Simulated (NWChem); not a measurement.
System: CH$_{4}$CdOS; SMILES [Cd]([S]C)[OH]

```xyz
8

Cd    -0.0793     0.5717     0.0017
O      0.3202     2.4992    -0.0822
H      0.4134     2.8811     0.7980
S     -0.5985    -1.7024    -0.0112
C      1.0476    -2.4981    -0.0051
H      1.6371    -2.2484    -0.8980
H      0.8616    -3.5816    -0.0112
H      1.6254    -2.2566     0.8976
```
Atoms are numbered in this order, from 1.

All runs: NWChem. Medium grid unless said otherwise, to which SCAN and Minnesota functionals are sensitive. The geometry was optimised at PBE0/def2-SVP. def2 effective core potentials on Cd; no spin-orbit coupling. Total energies of different functionals are on different scales.

```
level                  energy (Ha)  highest occupied level (eV)  orbital gap (eV)  dipole (D)
---------------------  -----------  ---------------------------  ----------------  ----------
B3LYP/def2-SVP           -681.5338                            …                 …        1.92
PBE/def2-SVP             -681.1571                        -5.38              3.42        1.89
BP86/def2-SVP            -681.6148                        -5.48              3.45        1.90
MN15/def2-SVP            -680.8193                        -7.26              6.71        1.97
MPW1K/def2-SVP           -681.4967                        -7.49              6.92        2.05
Hartree-Fock/def2-SVP    -679.2167                        -9.29             10.90        2.13
PW91/def2-SVP            -681.4860                        -5.44              3.39        1.89
```

Q: Complete the blanks.

A: 
- B3LYP/def2-SVP, highest occupied level (eV): -6.33
- B3LYP/def2-SVP, orbital gap (eV): 4.91
